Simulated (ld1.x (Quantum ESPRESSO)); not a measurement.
Results of a calculation; reference values are marked as such.
# Pseudopotentials across the periodic table

Generated with ld1.x 7.5 (TM, RRKJ, ultrasoft, PAW), atompaw 4.2 or ONCVPSP 4.0.1. The cutoff is in Ry: for ld1.x and atompaw files where the sum of valence levels is converged to 10 mRy in a Bessel basis, for ONCV files where the hardest occupied wave has 1 mHa per electron of residual kinetic energy. The error is the largest all-electron minus pseudo excitation energy over each file’s own four to seven test configurations (ionisations up to +4, promotions, holes and added fractions of an electron), all of which were solved. The labels leave out finer settings (local radius, basis sizes, second energies), which also bear on the numbers. Spin-polarised tests are not counted. The rows are a selection from randomly drawn settings: files with unsolved tests, undetermined cutoffs or missed reference levels are left out.

A true bound ghost makes a file unfit for plane-wave use even where its test errors are small: the radial tests pick states by their node count and pass the ghost by.

| element | potential | cutoff (Ry) | largest error (meV) | bound ghosts |
| --- | --- | --- | --- | --- |
| Li | TM, PBEsol, scalar-relativistic, rc 2.00/4.20/3.40 (spd), local smoothed, core correction yes, reference 2s0.75 2p0.25 | 6 | -4.7 | none |
| C | PAW, revPBE, scalar-relativistic, rc 1.00/1.75 (sp), local smoothed, core correction yes, reference 2s2 2p2 | 30 | -9.6 | none |
| K | TM, PBE, scalar-relativistic, rc 4.20/4.20/4.50 (spd), local s, core correction no, reference 4s1 4p0 | 6 | +67 | none |
| Nb | TM, PW91, fully relativistic, rc 2.60/3.75/1.80 (spd), local s, core correction yes, reference 4d4.5 5s0.5 5p0 | 35 | -2151 | none |
| I | TM, PBE, scalar-relativistic, rc 1.80/1.95 (sp), local s, core correction yes, reference 5s2 5p5 | 35 | -130 | none |
| Pb | TM, PBEsol, scalar-relativistic, rc 2.05/2.35/1.15 (spd), local s, core correction no, reference 5d10 6s2 6p1 | 90 | -170 | none |

Problem. Fill in the row for As: ultrasoft, LDA (PZ), scalar-relativistic, rc 1.55/1.45 (sp), local smoothed, core correction no, reference 4s2 4p3.

Solution. cutoff 18 Ry, largest error +399 meV, bound ghosts: none.

Problem. Fill in the row for Se: TM, PBE, scalar-relativistic, rc 1.25/1.30/1.25 (spd), local s, core correction no, reference 4s2 4p4.

Solution. cutoff 70 Ry, largest error -69 meV, bound ghosts: p, d.
